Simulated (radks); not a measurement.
The numbers below are computed, except where a source is named.
Species: C I. Configuration: [He] 2s2 2p2 (the NIST ground configuration).

Level of theory: non-relativistic Kohn-Sham, RPBE, spin-polarised, spherical densities, point nucleus; open shells are filled with parallel spins first (a radial shooting solver on a logarithmic mesh with Libxc functionals).

Energy parts (eV):
| part | energy |
|---|---|
| total | -1030.148 |
| kinetic | 1026.762 |
| electron-nucleus | -2399.190 |
| Hartree | 483.869 |
| exchange-correlation | -141.589 |

Orbitals (lengths in bohr, moments of r in powers of bohr; <r^-3> diverges for s and p1/2):
| orbital | occ. | eigenvalue (eV) | <r^2> | <r> | <r^-3> |
|---|---|---|---|---|---|
| 1s up | 1 | -273.3193 | 0.09933 | 0.2707 | - |
| 1s down | 1 | -272.6061 | 0.09877 | 0.2700 | - |
| 2s up | 1 | -14.6872 | 2.909 | 1.553 | - |
| 2s down | 1 | -11.9017 | 3.155 | 1.609 | - |
| 2p up | 2 | -6.0664 | 3.994 | 1.750 | 1.750 |
| 2p down | 0 | -3.5804 | 5.130 | 1.955 | 1.532 |

The highest occupied level is 2p up at -6.066 eV. Summed over all electrons, <r^2> = 14.25 bohr^2, which gives a Langevin (diamagnetic) susceptibility term of -11.3 x 10^-6 cm^3/mol. Spin moment in Bohr magnetons: 2.
